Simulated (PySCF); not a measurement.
InH₂, SMILES [InH2], multiplicity 2.

Geometry: B3LYP-D3(BJ)/def2-TZVPD. The def2 effective core potentials stand for the cores of In; spin–orbit coupling is left out.

All values below come from IEF-PCM-ωB97X/def2-TZVPD (PySCF).

The values are the electrostatic part of the solvation free energy, E(continuum) − E(gas) at the gas-phase geometry, in a cavity of scaled van der Waals radii (PySCF's table); cavitation and dispersion terms are not included. A continuum can't describe solvent molecules that bind to the metal. The dipole moment in vacuum is 0.49 D.

**Question.** Estimate the values in water (ε = 78.36), 2-propanol (ε = 19.26), tetrahydrofuran (ε = 7.43). (An estimate is asked for; the answer gives what the named calculation found.)

**Answer.** 
| solvent | ε | ΔG(elec) (kcal/mol) | dipole (D) |
|---|---|---|---|
| water | 78.36 | -3.1 | 0.86 |
| 2-propanol | 19.26 | -2.9 | 0.83 |
| tetrahydrofuran | 7.43 | -2.5 | 0.78 |
